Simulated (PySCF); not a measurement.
Simulation results for CH₃BClSi, CH₄BNSi

All values are calculated (PySCF 2.14.0). Calculation on a computer-drawn molecule: the log of a Hartree-Fock and frozen-core CCSD(T) single point meant for a local Hartree-Fock minimum, with one planted fault or none, to be diagnosed. Offsets are logged minus clean, where the clean run is the same molecule without the fault. The reference is restricted for singlets and unrestricted otherwise, and also for a bond in bohr or an excited solution. Adding or removing an electron swaps singlet and doublet. The excited solution moves the top pair (singlet) or top alpha electron (doublet) to the lowest empty orbital. Highest occupied and lowest empty are orbital energies over both spins, largest force is the largest gradient component, triples share is (T) over the correlation energy, the T1 limit is 0.02 restricted and 0.045 unrestricted, electrons count all cores, a negative frequency is imaginary (commonest isotopes), and the dipole is about the centre of nuclear charge.

Common to all runs: meant charge 0; meant basis cc-pV(D+d)Z; logged SCF converged yes; possible faults no fault, one electron removed, one electron added, multiplicity raised by two, geometry at a saddle point, SCF held on an excited solution, minimal basis STO-3G, one bond length entered in bohr, all coordinates scaled.

(1) 
```xyz
7
formula=CH3BClSi meant_multiplicity=2 logged_electrons=45 logged_basis_functions=89 logged_spin_squared=3.77 logged_highest_occupied=-6.6631 logged_lowest_empty=-0.55726 logged_largest_force=0.10234 logged_T1_diagnostic=0.016019 logged_D1_diagnostic=0.060684 logged_triples_share=0.027034 logged_CC_converged=yes logged_dipole_magnitude=1.5368 logged_SCF_stable_within_its_kind=yes logged_energy_HF=-812.61053 logged_energy_CCSD(T)=-813.05784 planted_fault=multiplicity_raised_by_two HF_energy_offset_from_clean_run=62.32 CCSD(T)_energy_offset_from_clean_run=84.21
B     -0.3417     1.1149    -1.6225
C     -1.0475     0.6649    -0.5226
Si    -0.3529    -0.8423     0.2663
Cl     0.1553    -0.5405     2.2704
H      0.3108     1.4374    -2.5452
H     -1.9553     1.1060    -0.1285
H      0.8769    -1.2656    -0.4445
```

Units: logged_highest_occupied, logged_lowest_empty in eV; logged_largest_force in hartree/bohr; logged_dipole_magnitude in debye; logged_energy_HF, logged_energy_CCSD(T) in hartree; HF_energy_offset_from_clean_run, CCSD(T)_energy_offset_from_clean_run in kcal/mol.

Drawn bonds:
```
atom  other atom  order
   1           2      2
   2           3      1
   3           4      1
   1           5      1
   2           6      1
   3           7      1
```

(2) 
```xyz
8
formula=CH4BNSi meant_multiplicity=1 logged_electrons=36 logged_basis_functions=85 logged_spin_squared=1.0277 logged_highest_occupied=-6.2745 logged_lowest_empty=1.3722 logged_largest_force=0.023542 logged_T1_diagnostic=0.029387 logged_D1_diagnostic=0.15334 logged_triples_share=0.0357 logged_CC_converged=yes logged_dipole_magnitude=2.1437 logged_SCF_stable_within_its_kind=yes logged_energy_HF=-408.10217 logged_energy_CCSD(T)=-408.59147 planted_fault=one_bond_length_entered_in_bohr,row_3_of_the_drawn_bonds HF_energy_offset_from_clean_run=72.92 CCSD(T)_energy_offset_from_clean_run=92.17
B     -2.2070     1.4626     0.2067
C     -0.8786     1.1276     0.3924
Si     0.1750     1.3135    -1.1511
N      3.0511     0.3920    -0.0061
H     -3.3183     1.7652    -0.0329
H     -0.4690     0.7867     1.3399
H      3.2644     0.0966     0.9283
H      3.8614     0.3751    -0.5954
```

Units: logged_highest_occupied, logged_lowest_empty in eV; logged_largest_force in hartree/bohr; logged_dipole_magnitude in debye; logged_energy_HF, logged_energy_CCSD(T) in hartree; HF_energy_offset_from_clean_run, CCSD(T)_energy_offset_from_clean_run in kcal/mol.

Drawn bonds:
```
atom  other atom  order
   1           2      2
   2           3      1
   3           4      1
   1           5      1
   2           6      1
   4           7      1
   4           8      1
```

(3) 
```xyz
8
formula=CH4BNSi meant_multiplicity=1 logged_electrons=35 logged_basis_functions=85 logged_spin_squared=0.7613 logged_highest_occupied=-14.761 logged_lowest_empty=-6.0387 logged_largest_force=0.085135 logged_T1_diagnostic=0.019401 logged_D1_diagnostic=0.06032 logged_triples_share=0.036454 logged_CC_converged=yes logged_dipole_magnitude=1.5674 logged_SCF_stable_within_its_kind=yes logged_energy_HF=-407.95634 logged_energy_CCSD(T)=-408.44375 planted_fault=one_electron_removed HF_energy_offset_from_clean_run=164.4 CCSD(T)_energy_offset_from_clean_run=184.9
B     -2.2070     1.4626     0.2067
C     -0.8786     1.1276     0.3924
Si     0.1750     1.3135    -1.1511
N      1.6970     0.8259    -0.5452
H     -3.3183     1.7652    -0.0329
H     -0.4690     0.7867     1.3399
H      1.9103     0.5305     0.3892
H      2.5073     0.8090    -1.1345
```

Units: logged_highest_occupied, logged_lowest_empty in eV; logged_largest_force in hartree/bohr; logged_dipole_magnitude in debye; logged_energy_HF, logged_energy_CCSD(T) in hartree; HF_energy_offset_from_clean_run, CCSD(T)_energy_offset_from_clean_run in kcal/mol.

Drawn bonds:
```
atom  other atom  order
   1           2      2
   2           3      1
   3           4      1
   1           5      1
   2           6      1
   4           7      1
   4           8      1
```

(4) 
```xyz
8
formula=CH4BNSi meant_multiplicity=1 logged_electrons=36 logged_basis_functions=85 logged_spin_squared=0 logged_highest_occupied=-2.7359 logged_lowest_empty=-3.7737 logged_largest_force=0.13235 logged_CC_converged=no logged_dipole_magnitude=8.5537 logged_SCF_stable_within_its_kind=no logged_energy_HF=-407.76968 planted_fault=SCF_held_on_an_excited_solution HF_energy_offset_from_clean_run=281.6
B     -2.2070     1.4626     0.2067
C     -0.8786     1.1276     0.3924
Si     0.1750     1.3135    -1.1511
N      1.6970     0.8259    -0.5452
H     -3.3183     1.7652    -0.0329
H     -0.4690     0.7867     1.3399
H      1.9103     0.5305     0.3892
H      2.5073     0.8090    -1.1345
```

Units: logged_highest_occupied, logged_lowest_empty in eV; logged_largest_force in hartree/bohr; logged_dipole_magnitude in debye; logged_energy_HF in hartree; HF_energy_offset_from_clean_run in kcal/mol.

Drawn bonds:
```
atom  other atom  order
   1           2      2
   2           3      1
   3           4      1
   1           5      1
   2           6      1
   4           7      1
   4           8      1
```

Notes: CCSD not converged.
